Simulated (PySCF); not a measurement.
Species: C₅H₅GaO₂.
SMILES with atom numbers: `[CH:1]#[C:2][Ga@H-:3]1[O:4][CH:5]=[CH:6][CH:7]=[O+:8]1` (hydrogens: H9 on C1; H10 on Ga3; H11 on C5; H12 on C6; H13 on C7)

Cartesian coordinates in Å at the PBE0-D3(BJ)/def2-SVP level; atoms count from 1:
```xyz
13
C5H5GaO2 angstrom
C      3.343   -0.321   -0.633
C      2.370    0.126   -0.050
Ga     0.850    0.849    0.877
O     -0.405    1.416   -0.505
C     -1.405    0.746   -0.891
C     -1.864   -0.463   -0.359
C     -1.266   -1.080    0.743
O     -0.248   -0.682    1.377
H      4.204   -0.713   -1.145
H      0.856    1.886    2.030
H     -1.970    1.184   -1.734
H     -2.746   -0.926   -0.802
H     -1.724   -2.012    1.122
```

Theory: PBE0-D3(BJ)/def2-SVP geometry optimisation, gas phase (PySCF).

Take the most abundant isotopes and a rigid rotor. 

What are A, B and C (MHz)?

Ia = 199.17, Ib = 444.22, Ic = 463.38 u·Å²; 505379 MHz·u·Å²/I gives A = 2537, B = 1138, C = 1091 MHz.

What kind of rotor is it?

A near-prolate asymmetric top; Ray's κ = -0.935.

Is it planar, by Δ = Ic − Ia − Ib?

Not planar: Δ = Ic − Ia − Ib = -180.00 u·Å². For a rigid frame Δ = −2 Σ m c², so Σ m c² = 90.00 u·Å² lies off the ab plane: 12.96 from hydrogen and 77.05 from heavier atoms. The atom farthest from that plane is 2.24 Å away.

Give the other two planar moments, Paa and Pbb, and the rms extents of the mass along the axes.

Paa = Σ m a² = (Ib + Ic − Ia)/2 = 354.22 and Pbb = Σ m b² = (Ia + Ic − Ib)/2 = 109.17 u·Å². With the mass M = 165.95 u, the rms extents √(P/M) along a, b and c are 1.46, 0.81, 0.74 Å.

Predict some low-J microwave lines.

The dipole components are |μa| = 2.76 D, |μb| = 0.00 D, |μc| = 1.47 D; the mirror of this Cs structure is the ac plane, so μb vanishes by symmetry (the 0.01 D computed is a residue) and there are no b-type lines. Intensities carry the squares of the components, which stand as 1.00 : 0.28 (a : c). Some lines, for components of 0.1 D or more:

```json
{"type": "c", "branch": "Q", "J(Ka,Kc)": "3(1,3) ← 3(0,3)", "MHz": "1287", "lower level (cm⁻¹)": "0.446"}
{"type": "c", "branch": "Q", "J(Ka,Kc)": "1(1,1) ← 1(0,1)", "MHz": "1400", "lower level (cm⁻¹)": "0.074"}
{"type": "a", "branch": "R", "J(Ka,Kc)": "1(0,1) ← 0(0,0)", "MHz": "2228", "lower level (cm⁻¹)": "0.000"}
{"type": "c", "branch": "Q", "J(Ka,Kc)": "3(2,2) ← 3(1,2)", "MHz": "4129", "lower level (cm⁻¹)": "0.498"}
{"type": "a", "branch": "R", "J(Ka,Kc)": "2(1,2) ← 1(1,1)", "MHz": "4410", "lower level (cm⁻¹)": "0.121"}
{"type": "a", "branch": "R", "J(Ka,Kc)": "2(0,2) ← 1(0,1)", "MHz": "4455", "lower level (cm⁻¹)": "0.074"}
{"type": "a", "branch": "R", "J(Ka,Kc)": "2(1,1) ← 1(1,0)", "MHz": "4504", "lower level (cm⁻¹)": "0.123"}
{"type": "c", "branch": "R", "J(Ka,Kc)": "2(1,1) ← 1(0,1)", "MHz": "5950", "lower level (cm⁻¹)": "0.074"}
{"type": "a", "branch": "R", "J(Ka,Kc)": "3(1,3) ← 2(1,2)", "MHz": "6614", "lower level (cm⁻¹)": "0.268"}
{"type": "a", "branch": "R", "J(Ka,Kc)": "3(0,3) ← 2(0,2)", "MHz": "6680", "lower level (cm⁻¹)": "0.223"}
{"type": "a", "branch": "R", "J(Ka,Kc)": "3(2,2) ← 2(2,1)", "MHz": "6685", "lower level (cm⁻¹)": "0.413"}
{"type": "a", "branch": "R", "J(Ka,Kc)": "3(2,1) ← 2(2,0)", "MHz": "6690", "lower level (cm⁻¹)": "0.413"}
{"type": "a", "branch": "R", "J(Ka,Kc)": "3(1,2) ← 2(1,1)", "MHz": "6755", "lower level (cm⁻¹)": "0.273"}
{"type": "c", "branch": "Q", "J(Ka,Kc)": "3(3,1) ← 3(2,1)", "MHz": "7111", "lower level (cm⁻¹)": "0.636"}
{"type": "c", "branch": "R", "J(Ka,Kc)": "3(1,2) ← 2(0,2)", "MHz": "8250", "lower level (cm⁻¹)": "0.223"}
{"type": "c", "branch": "R", "J(Ka,Kc)": "2(2,0) ← 1(1,0)", "MHz": "8704", "lower level (cm⁻¹)": "0.123"}
{"type": "c", "branch": "R", "J(Ka,Kc)": "3(2,1) ← 2(1,1)", "MHz": "10890", "lower level (cm⁻¹)": "0.273"}
{"type": "c", "branch": "R", "J(Ka,Kc)": "3(2,2) ← 2(1,2)", "MHz": "11025", "lower level (cm⁻¹)": "0.268"}
{"type": "c", "branch": "R", "J(Ka,Kc)": "3(3,0) ← 2(2,0)", "MHz": "13801", "lower level (cm⁻¹)": "0.413"}
{"type": "c", "branch": "R", "J(Ka,Kc)": "3(3,1) ← 2(2,1)", "MHz": "13802", "lower level (cm⁻¹)": "0.413"}
```

Not checked by PBE0-D3(BJ)/def2-SVP frequencies. These are rigid-rotor constants of the computed structure; measured ground-state constants (B0) also hold zero-point vibration. Quadrupole hyperfine structure (69Ga) is left out.
